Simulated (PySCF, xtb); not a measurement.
boron oxyfluoride (BFO), SMILES O=BF.

Harmonic wavenumbers (cm⁻¹) from GFN2-xTB (xtb) at its own minimum, in rising order: 420, 420, 1013, 2228.

What does PySCF 2.14.0 with PBE-D3(BJ)/def2-TZVP give at its own minimum? (An estimate is asked for; the answer gives what the named calculation found.)

491, 491, 991, 2067. Paired by order, the mean absolute difference is 81 cm⁻¹ and the zero-point energies are 5.8 and 5.8 kcal/mol.
